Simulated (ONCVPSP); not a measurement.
## PBEsol ONCV dataset for H (Z = 1), non-relativistic all-electron reference.

H, optimised norm-conserving Vanderbilt (ONCV), made with ONCVPSP 4.0.1 (PBEsol, non-relativistic). Core none, reference 1s1. Waves: 1s: rc 1.00 bohr, ncon 3, nbas 8, qcut 6.2 1/bohr, 1 projector; p scattering state at 0.07 Ha: rc 0.95 bohr, ncon 3, nbas 7, qcut 10.2 1/bohr, local. Local part: the p channel. Core correction: none.

All-electron outer shells of the reference configuration (PBEsol, non-relativistic, ld1.x):

| shell | level (eV) | outermost node (bohr) | outermost maximum (bohr) |
| --- | --- | --- | --- |
| 1s | -6.33 | – | 1.05 |

Task: Does the generator finish with these settings?

Result: Yes, a potential is produced and its reference levels are reproduced.

Task: Estimate the cutoffs (Ha) at which the residual kinetic energy of the hardest occupied pseudo-wave falls to 1 and 0.1 mHa per electron.

Result: 15 Ha and 35 Ha.

Task: Does the potential have ghost states?

Result: No bound ghost flagged; no localised positive-energy state flagged.
